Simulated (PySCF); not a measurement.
PySCF 2.14.0 with density-fitted response routines calculation with GFN2-xTB geometry and NMR shieldings at PBE0/pcSseg-1/GIAO; a single conformation, isolated molecule, averaged over atoms made equivalent by symmetry, fast rotation or ring inversion, no relativistic terms.

Chemical shifts δ = σref − σ; TMS for 1H and 13C, all at this level. Acid and N–H amide carbonyl carbons lie up to 10 ppm further downfield in solution (hydrogen bonding). Shifts are as computed. Against solution values, carbons near 30 ppm lie about +3 ppm off and those near 130 ppm about +5 ppm; carbons on Cl a further +6 ppm. Of 1211 compounds with measured shifts, 218 miss one by over three times the rms of a fit or turn the order of signals round; such compounds aren't used in these exercises. Carbons bonded to Cl come out too deshielded. OH and NH positions are gas-phase values without hydrogen bonding to other molecules.

Question: Order these molecules by the shift of their most deshielded carbon, lowest δ first.
A. COc1ccnn1C1CC1
B. FC(F)(F)C1(F)CO[SiH2]OC1
C. Cc1nn([SiH3])cp1

Answer: B (133.5 ppm, CF3 carbon), A (162.7 ppm, aromatic carbon bearing oxygen), C (184.9 ppm, substituted aromatic carbon next to a ring nitrogen).

Question: Order these molecules by the shift of their most deshielded carbon-bound hydrogen, lowest δ first.
A. COc1ccnn1C1CC1
B. CNC(=O)/C=C/[SiH](C)C
C. Cc1nn([SiH3])cp1
D. FC(F)(F)C1(F)CO[SiH2]OC1

Answer: D (4.98 ppm, hydrogen on an sp3 CH2 bonded to O), A (7.28 ppm, hydrogen on an aromatic CH next to a ring nitrogen), B (7.76 ppm, hydrogen on a β carbon of a C=C–C=O unit), C (8.91 ppm, hydrogen on an aromatic CH next to a ring nitrogen).

Question: How many 13C and 1H signals does each give (equivalence by symmetry and fast rotation, but not about amide C–N or C=N bonds)? `COc1ccnn1C1CC1`, `FC(F)(F)C1(F)CO[SiH2]OC1`, `N#Cc1cc(Cl)nnn1`, `Cc1nn([SiH3])cp1`, `CNC(=O)/C=C/[SiH](C)C`

Answer: COc1ccnn1C1CC1: 6 C, 6 H; FC(F)(F)C1(F)CO[SiH2]OC1: 3 C, 4 H; N#Cc1cc(Cl)nnn1: 4 C, 1 H; Cc1nn([SiH3])cp1: 3 C, 3 H; CNC(=O)/C=C/[SiH](C)C: 5 C, 6 H.
